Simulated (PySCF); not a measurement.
**TDDFT excited states: C3H3F3O**

Species: C₃H₃F₃O.
SMILES: `C=COC(F)(F)F`

The calculation used TDDFT CAM-B3LYP/def2-SVPD, vertical, gas phase, core orbitals frozen in the response (PySCF). Isolated species at its PBE0-D3(BJ)/def2-SVP geometry (one conformer only). Torsions of this conformer, `[CH2:1]=[CH:2][O:3][C:4]([F:5])([F:6])[F:7]`: C1–C2–O3–C4 0°, C2–O3–C4–F5 180°.

| state | E (eV) | E (kJ/mol) | λ (nm) | f | main configurations (H = HOMO, L = LUMO) |
| --- | --- | --- | --- | --- | --- |
| S1 | 7.34 | 708 | 168.9 | 0.135 | H→L+1 (51%), H→L (38%) |
| S2 | 7.34 | 708 | 168.9 | 0.191 | H→L (59%), H→L+1 (33%) |
| S3 | 8.09 | 780 | 153.3 | 0.010 | H→L+2 (67%), H→L+3 (23%) |
| S4 | 8.53 | 823 | 145.3 | 0.0007 | H→L+3 (61%), H→L+2 (15%), H→L+6 (12%) |
| S5 | 9.04 | 873 | 137.1 | 0.0016 | H→L+5 (60%), H→L+8 (20%) |
| S6 | 9.18 | 886 | 135.0 | 0.0000 | H-1→L (91%) |
| S7 | 9.35 | 902 | 132.6 | 0.0037 | H→L+4 (91%) |
| S8 | 9.59 | 925 | 129.3 | 0.0002 | H-2→L (89%) |
| S9 | 9.82 | 947 | 126.3 | 0.027 | H→L+6 (66%), H→L+10 (9%) |
| S10 | 9.96 | 961 | 124.5 | 0.064 | H→L+7 (75%), H→L+8 (10%) |

Triplets (Tamm–Dancoff): T1 4.37 eV, H→L (94%); T2 7.20 eV, H→L+1 (82%), H→L+2 (9%); T3 7.94 eV, H→L+2 (63%), H→L+3 (26%); T4 8.39 eV, H→L+3 (43%), H→L+2 (16%), H→L+6 (16%).

The lowest singlet lies at 7.34 eV (169 nm, vacuum ultraviolet) and is of moderate strength; its leading configuration is HOMO→LUMO+1 (51%). The strongest level in the table is S2 at 7.34 eV (169 nm, f = 0.191). S1/S2 lie within about 0.01 eV of each other. Löwdin shares by element: HOMO carbon 69% or more, oxygen 19%; LUMO carbon 68% or more, oxygen 9%, hydrogen 8% or more (atoms not listed hold the other 16%). Orbital energies (eV): HOMO-3 -13.37, HOMO-2 -13.01, HOMO-1 -12.60, HOMO -9.22, LUMO 1.00, LUMO+1 1.32, LUMO+2 1.92. Weighted by f, the mean energy of these states is 7.93 eV. Of the 10 states listed, 5 reach f = 0.01 and 2 stay under 0.0005. The vertical ionisation energy (ΔSCF) is 10.30 eV, 0.34 eV above S10. Singlets were solved by full linear response, triplets in the Tamm–Dancoff approximation.
